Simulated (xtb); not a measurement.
xtb input file for Si(F)(Cl)(Et)(OH) (C2H6ClFOSi), SMILES CC[Si](O)(F)Cl, GFN2-xTB. 

```
$ xtb mol.xyz --gfn 2 --sp --chrg 0 --uhf 0 --json
$ cat mol.xyz
12

C      2.28828098    -1.10381782    -0.22973125
C      1.68789519     0.28823358    -0.03482502
Si    -0.17480217     0.27417133     0.27663990
O     -0.43726781    -0.53612288     1.64490574
F     -0.70574718     1.78470643     0.51366709
Cl    -1.27485940    -0.43658209    -1.24644937
H      2.10902473    -1.71939115     0.64746253
H      1.84416675    -1.59842663    -1.09010365
H      3.36202961    -1.03514358    -0.39005432
H      2.18293440     0.77199323     0.80829315
H      1.90910332     0.89697781    -0.91366726
H     -1.29460827    -0.61238239     2.05983791
```

Output:

```
[banner left out]
          |                Calculation Setup                |
           -------------------------------------------------



           -------------------------------------------------
          |                 G F N 2 - x T B                 |
           -------------------------------------------------

        Reference                      10.1021/acs.jctc.8b01176
      * Hamiltonian:
        H0-scaling (s, p, d)           1.850000    2.230000    2.230000
        zeta-weighting                 0.500000
      * Dispersion:
        s8                             2.700000
        a1                             0.520000
        a2                             5.000000
        s9                             5.000000
      * Repulsion:
        kExp                           1.500000    1.000000
        rExp                           1.000000
      * Coulomb:
        alpha                          2.000000
        third order                    shell-resolved
        anisotropic                    true
        a3                             3.000000
        a5                             4.000000
        cn-shift                       1.200000
        cn-exp                         4.000000
        max-rad                        5.000000


          ...................................................
          :                      SETUP                      :
          :.................................................:
          :  # basis functions                  42          :
          :  # atomic orbitals                  40          :
          :  # shells                           20          :
          :  # electrons                        38          :
          :  max. iterations                   250          :
          :  Hamiltonian                  GFN2-xTB          :
          :  restarted?                      false          :
          :  GBSA solvation                  false          :
          :  PC potential                    false          :
          :  electronic temp.          300.0000000     K    :
          :  accuracy                    1.0000000          :
          :  -> integral cutoff          0.2500000E+02      :
          :  -> integral neglect         0.1000000E-07      :
          :  -> SCF convergence          0.1000000E-05 Eh   :
          :  -> wf. convergence          0.1000000E-03 e    :
          :  Broyden damping             0.4000000          :
          :  net charge                          0          :
          :  unpaired electrons                  0          :
          ...................................................

 iter      E             dE          RMSdq      gap      omega  full diag
   1    -22.6477480 -0.226477E+02  0.513E+00    8.48       0.0  T
   2    -22.7160914 -0.683434E-01  0.260E+00    7.26       1.0  T
   3    -22.7180511 -0.195963E-02  0.144E+00    7.76       1.0  T
   4    -22.7262848 -0.823373E-02  0.727E-01    7.13       1.0  T
   5    -22.7287964 -0.251156E-02  0.259E-01    7.38       1.0  T
   6    -22.7288822 -0.858743E-04  0.871E-02    7.35       1.0  T
   7    -22.7289097 -0.274293E-04  0.543E-02    7.34       1.0  T
   8    -22.7289112 -0.151968E-05  0.352E-02    7.35       1.0  T
   9    -22.7289174 -0.621533E-05  0.178E-02    7.34       1.6  T
  10    -22.7289186 -0.123868E-05  0.774E-03    7.34       3.7  T
  11    -22.7289189 -0.253983E-06  0.357E-03    7.34       8.1  T
  12    -22.7289189 -0.258526E-07  0.195E-03    7.34      14.8  T
  13    -22.7289189 -0.606682E-08  0.155E-03    7.34      18.6  T
  14    -22.7289189 -0.182562E-07  0.371E-04    7.34      77.7  T
  15    -22.7289189 -0.560281E-09  0.794E-05    7.34     363.3  T

   *** convergence criteria satisfied after 15 iterations ***

         #    Occupation            Energy/Eh            Energy/eV
      -------------------------------------------------------------
         1        2.0000           -1.0560254             -28.7359
       ...           ...                  ...                  ...
        13        2.0000           -0.4953985             -13.4805
        14        2.0000           -0.4762641             -12.9598
        15        2.0000           -0.4668142             -12.7027
        16        2.0000           -0.4452479             -12.1158
        17        2.0000           -0.4425556             -12.0426
        18        2.0000           -0.4383425             -11.9279
        19        2.0000           -0.4209940             -11.4558 (HOMO)
        20                         -0.1513278              -4.1178 (LUMO)
        21                         -0.1447893              -3.9399
        22                         -0.1152835              -3.1370
        23                         -0.0233257              -0.6347
        24                          0.0021073               0.0573
       ...                                ...                  ...
        40                          0.9110172              24.7900
      -------------------------------------------------------------
                  HL-Gap            0.2696662 Eh            7.3380 eV
             Fermi-level           -0.2861609 Eh           -7.7868 eV

 SCC (total)                   0 d,  0 h,  0 min,  0.007 sec
 SCC setup                      ...        0 min,  0.000 sec (  1.052%)
 Dispersion                     ...        0 min,  0.000 sec (  0.545%)
 classical contributions        ...        0 min,  0.000 sec (  0.220%)
 integral evaluation            ...        0 min,  0.001 sec ( 15.158%)
 iterations                     ...        0 min,  0.004 sec ( 53.064%)
 molecular gradient             ...        0 min,  0.002 sec ( 29.132%)
 printout                       ...        0 min,  0.000 sec (  0.750%)

         :::::::::::::::::::::::::::::::::::::::::::::::::::::
         ::                     SUMMARY                     ::
         :::::::::::::::::::::::::::::::::::::::::::::::::::::
         :: total energy             -22.566724270683 Eh    ::
         :: gradient norm              0.000225920908 Eh/a0 ::
         :: HOMO-LUMO gap              7.337991569476 eV    ::
         ::.................................................::
         :: SCC energy               -22.728902056261 Eh    ::
         :: -> isotropic ES            0.058188949618 Eh    ::
         :: -> anisotropic ES          0.001123394007 Eh    ::
         :: -> anisotropic XC          0.002437401965 Eh    ::
         :: -> dispersion             -0.008182550045 Eh    ::
         :: repulsion energy           0.162177785578 Eh    ::
         :: add. restraining           0.000000000000 Eh    ::
         :: total charge              -0.000000000000 e     ::
         :::::::::::::::::::::::::::::::::::::::::::::::::::::

           -------------------------------------------------
          |                Property Printout                |
           -------------------------------------------------

    * Orbital Energies and Occupations

         #    Occupation            Energy/Eh            Energy/eV
      -------------------------------------------------------------
         1        2.0000           -1.0560254             -28.7359
       ...           ...                  ...                  ...
         7        2.0000           -0.5634618             -15.3326
         8        2.0000           -0.5280240             -14.3683
         9        2.0000           -0.5271661             -14.3449
        10        2.0000           -0.5164996             -14.0547
        11        2.0000           -0.5056778             -13.7602
        12        2.0000           -0.4982524             -13.5581
        13        2.0000           -0.4953985             -13.4805
        14        2.0000           -0.4762641             -12.9598
        15        2.0000           -0.4668142             -12.7027
        16        2.0000           -0.4452479             -12.1158
        17        2.0000           -0.4425556             -12.0426
        18        2.0000           -0.4383425             -11.9279
        19        2.0000           -0.4209940             -11.4558 (HOMO)
        20                         -0.1513278              -4.1178 (LUMO)
        21                         -0.1447893              -3.9399
        22                         -0.1152835              -3.1370
        23                         -0.0233257              -0.6347
        24                          0.0021073               0.0573
        25                          0.0173042               0.4709
        26                          0.0192127               0.5228
        27                          0.0253129               0.6888
        28                          0.0567525               1.5443
        29                          0.0609226               1.6578
        30                          0.1087372               2.9589
       ...                                ...                  ...
        40                          0.9110172              24.7900
      -------------------------------------------------------------
                  HL-Gap            0.2696662 Eh            7.3380 eV
             Fermi-level           -0.2861609 Eh           -7.7868 eV

     #   Z          covCN         q      C6AA      α(0)
     1   6 C        3.764    -0.108    22.611     6.778
     2   6 C        3.700    -0.139    23.358     6.912
     3  14 Si       3.173     0.648   139.754    25.052
     4   8 O        1.576    -0.441    21.719     6.289
     5   9 F        0.705    -0.274    12.039     4.097
     6  17 Cl       0.805    -0.221   106.010    15.751
     7   1 H        0.925     0.041     2.438     2.442
     8   1 H        0.925     0.037     2.495     2.470
     9   1 H        0.925     0.040     2.444     2.445
    10   1 H        0.924     0.048     2.349     2.397
    11   1 H        0.924     0.041     2.437     2.441
    12   1 H        0.809     0.329     0.638     1.255

 Mol. C6AA /au·bohr⁶  :       2281.829129
 Mol. C8AA /au·bohr⁸  :      77782.679207
 Mol. α(0) /au        :         78.326616


Wiberg/Mayer (AO) data.
largest (>0.10) Wiberg bond orders for each atom

 ---------------------------------------------------------------------------
     #   Z sym  total        # sym  WBO       # sym  WBO       # sym  WBO
 ---------------------------------------------------------------------------
     1   6 C    3.995 --     2 C    1.029     7 H    0.991     8 H    0.991
                             9 H    0.986
     2   6 C    3.994 --     1 C    1.029    11 H    0.979    10 H    0.978
                             3 Si   0.873
     3  14 Si   4.222 --     4 O    1.208     6 Cl   1.069     5 F    1.038
                             2 C    0.873
     4   8 O    2.218 --     3 Si   1.208    12 H    0.866
     5   9 F    1.172 --     3 Si   1.038
     6  17 Cl   1.228 --     3 Si   1.069
     7   1 H    0.998 --     1 C    0.991
     8   1 H    0.999 --     1 C    0.991
     9   1 H    0.998 --     1 C    0.986
    10   1 H    0.998 --     2 C    0.978
    11   1 H    0.998 --     2 C    0.979
    12   1 H    0.892 --     4 O    0.866
 ---------------------------------------------------------------------------

Topologies differ in total number of bonds
Writing topology from bond orders to xtbtopo.mol

molecular dipole:
                 x           y           z       tot (Debye)
 q only:        0.221      -0.373       0.506
   full:        0.274      -0.351       0.496       1.694
molecular quadrupole (traceless):
                xx          xy          yy          xz          yz          zz
 q only:        1.902       1.652      -2.712      -4.479      -1.840       0.810
  q+dip:        3.107       2.578      -4.141      -5.534      -2.499       1.034
Note: The following floating-point exceptions are signalling: IEEE_UNDERFLOW_FLAG IEEE_DENORMAL
normal termination of xtb
   full:        3.392       2.392      -4.085      -5.782      -2.429       0.693


           -------------------------------------------------
          | TOTAL ENERGY              -22.566724270683 Eh   |
          | GRADIENT NORM               0.000225920908 Eh/α |
          | HOMO-LUMO GAP               7.337991569476 eV   |
           -------------------------------------------------

------------------------------------------------------------------------
------------------------------------------------------------------------
 total:
 SCF:
```

The calculation finished and met its thresholds.

Cost: roughly 0.020 core-seconds.
